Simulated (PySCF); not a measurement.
An unknown is described by computed data only.

Formula: C7H9ClO.

* Triplet: lowest triplet excitation (Tamm–Dancoff): 4.09 eV [TDA CAM-B3LYP/def2-SVPD]
* UV, strongest line: among the 10 lowest singlet transitions: S2 at 5.95 eV (208 nm, f = 0.316) [TDDFT CAM-B3LYP/def2-SVPD]
* 1H NMR: chemical shifts (computed TMS as zero) by class: 5.69 (1 H), 5.59 (1 H), 5.51 (1 H), 1.97 (1 H), 1.76 (1 H), 1.39 (3 H), 0.80 (1 H) ppm [GIAO PBE0/pcSseg-1]
* 13C NMR: chemical shifts (computed TMS as zero) by class: 186.4 (1 C), 144.5 (1 C), 127.9 (1 C), 41.5 (1 C), 35.3 (1 C), 30.4 (1 C), 18.8 (1 C) ppm [GIAO PBE0/pcSseg-1]
* Dipole: 3.27 D [CAM-B3LYP/def2-SVPD]
* Rotational structure: rotational constants A, B, C: 2.375, 0.820, 0.774 GHz [PBE0-D3(BJ)/def2-SVP]
* Polarisability: 101.4 au [CAM-B3LYP/def2-SVPD]
* Valence photoelectron: vertical ionisation energy: 9.41 eV [ΔSCF CAM-B3LYP/def2-SVPD]

Gas-phase values; electronic properties from PySCF, density fitting. Levels stand in brackets. NMR shifts are as computed; neighbouring signals can stand in another order in a measured spectrum. Geometry: PBE0-D3(BJ)/def2-SVP, one conformer, isolated molecule. Each NMR value is the plain mean over a class of atoms that symmetry, rotation or inversion makes alike.

**Question.** What is the compound? Reason from the data.

**Answer.** Numbering: `[CH2:1]=[CH:2][C@@H:3]1[CH2:4][C@@:5]1([CH3:6])[C:7](=[O:8])[Cl:9]`. Its formula, C7H9ClO, gives 3 degrees of unsaturation: 1 ring and 2 π bonds in the structure found. 7 carbons fall into 7 classes; from least to most shielded: acyl halide carbon [C7] (186.4 ppm), alkene CH carbon [C2] (144.5 ppm), terminal =CH2 carbon [C1] (127.9 ppm), allylic carbon [C3] (41.5 ppm), sp3 carbon next to a carbonyl [C5] (35.3 ppm), three-membered-ring carbon [C4] (30.4 ppm), methyl carbon [C6] (18.8 ppm). Hydrogen classes from least to most shielded: 1 H on a terminal =CH2 carbon, C1 (5.69 ppm), 1 H on a terminal =CH2 carbon, C1 (5.59 ppm), 1 H on an alkene CH carbon, C2 (5.51 ppm), 1 H on an allylic carbon, C3 (1.97 ppm), 1 H on a three-membered-ring carbon, C4 (1.76 ppm), 3 H on a methyl carbon, C6 (1.39 ppm, a mean of values up to 1.4 ppm apart in this geometry), 1 H on a three-membered-ring carbon, C4 (0.80 ppm). The first electron is taken from the HOMO, whose largest Löwdin shares are 0.30 on the terminal =CH2 carbon, 0.24 on the alkene CH carbon, 0.12 on the allylic carbon and 0.10 on the sp3 carbon next to a carbonyl. The optimised geometry has point group C1 and is an asymmetric top. Structure: `C=C[C@@H]1C[C@@]1(C)C(=O)Cl`. The assignments are read from this structure; whether some other isomer fits the data as well wasn't checked. The mirror image fits equally.

Conformer computed: `[CH2:1]=[CH:2][C@@H:3]1[CH2:4][C@@:5]1([CH3:6])[C:7](=[O:8])[Cl:9]`: C1–C2–C3–C4 -156°, C4–C5–C7–O8 25°.
